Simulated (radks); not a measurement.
All-electron atom: Tl II in [Hg]. All-electron calculation, Dirac Kohn-Sham, PBEsol, spin-unpolarised, spherical densities, point nucleus. Program: a radial shooting solver on a logarithmic mesh with Libxc functionals. Some entries of the table are withheld. Estimate them.

orbital  occ.  eigenvalue (Ry)  <r^2> (bohr^2)  <r> (bohr)
1s1/2       2              (1)       0.0003688     0.01632
2s1/2       2        -1117.964        0.005548     0.06806
2p1/2       2        -1073.077        0.003913     0.05590
2p3/2       4        -921.3098        0.005097     0.06469
3s1/2       2        -267.2089         0.03599         (2)
3p1/2       2        -246.9956         0.03274      0.1674
3p3/2       4        -213.2582         0.03911      0.1835
3d3/2       4        -179.9492             (3)      0.1595
3d5/2       6        -172.7438             (4)      0.1644
4s1/2       2        -60.02587          0.1732      0.3916
4p1/2       2        -51.32607          0.1761      0.3932
4p3/2       4        -43.11656          0.2079      0.4276
4d3/2       4        -28.93253          0.2172      0.4335
4d5/2       6        -27.40122          0.2283      0.4446
5s1/2       2        -10.14311          0.8638      0.8776
4f5/2       6         -9.08464          0.2595      0.4646
4f7/2       8         -8.74657          0.2668      0.4711
5p1/2       2         -7.22194           1.001      0.9415
5p3/2       4         -5.73047           1.214       1.036
5d3/2       4         -1.77308           2.143       1.353
5d5/2       6         -1.61043           2.325       1.407
6s1/2       2         -1.20382           6.401       2.379

Answer. 
(1) 1s1/2 eigenvalue (Ry): -6281.803
(2) 3s1/2 <r> (bohr): 0.1770
(3) 3d3/2 <r^2> (bohr^2): 0.02988
(4) 3d5/2 <r^2> (bohr^2): 0.03160
